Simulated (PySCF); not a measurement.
A database entry of computed molecular properties.

```json
{
 "formula": "C6H7NS2",
 "smiles": "C/N=C/c1ccc(S)s1",
 "inchi": "InChI=1S/C6H7NS2/c1-7-4-5-2-3-6(8)9-5/h2-4,8H,1H3/b7-4+",
 "charge": 0,
 "multiplicity": 1,
 "geometry_level": "GFN2-xTB",
 "electronic_structure_code": "PySCF",
 "results": {
  "GFN2-xTB geometry": {
   "rotational_constants_GHz": [3.68, 0.586, 0.507]
  },
  "wB97X-D/def2-SVPD ground state and vertical TDDFT (core frozen in the response)": {
   "dipole_D": 1.59,
   "homo_eV": -7.79,
   "lumo_eV": 0.09,
   "S1_eV": 4.23,
   "T1_tda_eV": 2.75,
   "polarisability_au": 127.6,
   "r2_bohr2_about_centre_of_nuclear_charge": 2115.5,
   "singlets_eV_and_f": [
    [4.23, 0.434],
    [4.59, 0.001],
    [4.76, 0.001],
    [5.24, 0.028],
    [5.79, 0.007],
    [6.11, 0.0],
    [6.17, 0.009],
    [6.36, 0.239]
   ],
   "triplets_tda_eV": [2.75, 4.0, 4.28]
  }
 }
}
```

With B = h/(8π²I), that is 505.379 GHz u Å² over I, the principal moments of inertia are 137.3, 862.0 and 996.1 u Å² (most abundant isotopes); the inertial defect Ic − Ia − Ib is -3.2 u Å² (zero for a rigid planar frame, negative otherwise). The rotational constants make it an asymmetric top with κ = (2B − A − C)/(A − C) = -0.95, nearer the prolate limit (−1). S1 lies 3.65 eV below the HOMO–LUMO gap; its leading configuration is HOMO→LUMO, weight 0.95.

Geometry: GFN2-xTB, one conformer, isolated molecule.

Shape of the structure used: `[CH3:1]/[N:2]=[CH:3]/[c:4]1[cH:5][cH:6][c:7]([SH:8])[s:9]1`: N2–C3–C4–C5 179°, H–S8–C7–C6 -179°.
